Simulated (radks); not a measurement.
All-electron atom: Cr+ in [Ar] 3d5 (the NIST ground configuration).

Method: scalar-relativistic Kohn-Sham, LDA (Slater exchange, Perdew-Wang correlation), spin-unpolarised, spherical densities, finite nucleus; Fermi nuclear charge, rms radius 3.6452 fm; computed with a radial shooting solver on a logarithmic mesh with Libxc functionals.

Energy parts (hartree):
total: -1048.21638
kinetic: 1058.28899
electron-nucleus: -2497.79014
Hartree: 437.67470
exchange-correlation: -46.38993

Orbitals (lengths in bohr, moments of r in powers of bohr):
orbital	occ.	eigenvalue (hartree)	<r^2>
1s	2	-215.8578	0.005451
2s	2	-24.70705	0.1021
2p	6	-20.84313	0.08337
3s	2	-2.96327	0.9475
3p	6	-1.92782	1.112
3d	5	-0.37339	2.711
4s	0	-0.37411	10.45
4p	0	-0.22406	16.93

The highest occupied level is 3d at -10.161 eV. The configuration is held as typed, so some empty levels lie below it. For comparison, the ionisation energy in NIST's Atomic Spectra Database is 16.486 eV (measured). In exact Kohn-Sham theory the highest level is minus the ionisation energy, but local and semilocal functionals leave it too shallow, through self-interaction and a potential that decays too fast; potentials with the right tail come closer. Summed over all electrons, <r^2> = 22.84 bohr^2, which gives a Langevin (diamagnetic) susceptibility term of -18.1 x 10^-6 cm^3/mol. The density falls to 0.001 e/bohr^3 at r = 3.62 bohr. The electron density at the nucleus is 1.144e+04 e/bohr^3 (large components only).

Beside tabulated values, note that spin-unpolarised runs miss the spin-polarisation part of the exchange energy of open shells.
